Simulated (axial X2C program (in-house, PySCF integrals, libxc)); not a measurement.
Spin–orbit effects down a group: molecules with Be (ions), PBE0

Calculated with an in-house all-electron X2C program for linear molecules (integrals from PySCF), spin-free (one-electron X2C) or two-component (2c: spin–orbit coupling with atomic mean-field Coulomb and Gaunt terms, which also bring small scalar terms), in Dyall basis sets with cores contracted in-house; open shells are unrestricted.

Basis sets: Be dyall-av3z, O dyall-av3z, S dyall-av3z, Se dyall-acv3z.

```csv
molecule,spin-free state,Re (Å),ωe (cm⁻¹),De (eV),2c state,Re 2c (Å),ωe 2c (cm⁻¹),De 2c (eV)
BeO⁻,"M_S = 1/2, Λ = 0",1.359,1419.9,5.47,Ω = 1/2,1.359,1419.9,5.47
BeS⁻,"M_S = 1/2, Λ = 0",1.809,897.6,3.85,Ω = 1/2,1.809,897.4,3.85
BeSe⁻,"M_S = 1/2, Λ = 0",1.936,757.2,3.39,Ω = 1/2,1.936,756.4,3.36
```

Fragments in 2c: O- + Be, S- + Be, Se- + Be. Each entry is the lowest single determinant of a limited PBE0 search at one distance. De goes to single-determinant-based atoms at the same level (for ions the charge split of lowest energy) and is withheld (n/a) where an atom does not fit its ground term or J level. Main or longest-lived isotopes. Some light 2c atoms are not at their ground J level, so De misses part of their lowering (0.04 eV or less). The functionals have no current term, which raises determinants with orbital currents.
